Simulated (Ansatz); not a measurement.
The cluster MoO₃⁻. The state is a doublet with charge -1. Geometry r2SCAN-D4/def2-TZVPD; atoms count from 1.

Cartesian coordinates in Å:
```
Mo 0.1657 0.1529 -0.1929
O 1.1742 -1.2081 0.2031
O -0.0804 1.2869 1.1032
O -1.2594 -0.2316 -1.1135
```

In the def2 sets Mo takes a core potential; there is no spin–orbit coupling. The structure comes from a short search, and lower isomers may exist.

**Question.** Estimate the Mulliken populations from the PBE0/def2-TZVPD orbitals of Ansatz.

**Answer.** 
```tsv
atom	charge (e)	spin (α − β)	d electrons
Mo1	1.77	1.17	3.66
O2	-0.92	-0.06	–
O3	-0.92	-0.06	–
O4	-0.92	-0.06	–
```
Mulliken values and Mayer orders depend strongly on the basis. With diffuse functions, as here, like atoms can get unlike values, and bond orders can come out too low or too high.

**Question.** Where does the spin sit?

**Answer.** Summed by element: Mo 1.17, O -0.17, of 1 unpaired in all. Largest on single atoms: Mo1 1.17, O3 -0.06, O4 -0.06.

**Question.** And the Mayer bond orders between bonded heavy atoms (over 0.3)?

**Answer.** Mo1–O2 1.41 (1.74 Å); Mo1–O3 1.41 (1.74 Å); Mo1–O4 1.41 (1.74 Å).
